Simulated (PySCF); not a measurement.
**Excitation energy of Xe(2+) by level of theory**

Xe(2+) [Kr] 4d10 5s2 5p4 (3P) → Xe(2+) [Kr] 4d10 5s1 5p5 (3P), as a difference of total energies. All numbers are calculated (PySCF 2.14, scalar relativity through the core potential, in aug-cc-pwCVDZ-PP with ECP28MDF). Correlated levels: valence and next inner shell: nothing frozen outside the core potential. The calculations carry no spin-orbit coupling.

```tsv
method	excitation energy (eV)
UHF	14.009
MP2 (valence and next inner shell)	12.799
SCS-MP2 (valence and next inner shell)	12.650
CCSD (valence and next inner shell)	12.221
CCSD(T) (valence and next inner shell)	11.858
```

Problem. How much does correlation contribute at CCSD(T) (valence and next inner shell)?

Solution. 11.858 − (14.009) = -2.151 eV, measured against UHF.

The coupled-cluster amplitudes are large for the upper state (T1 above 0.03 or a double amplitude above 0.15), so a single reference is strained.
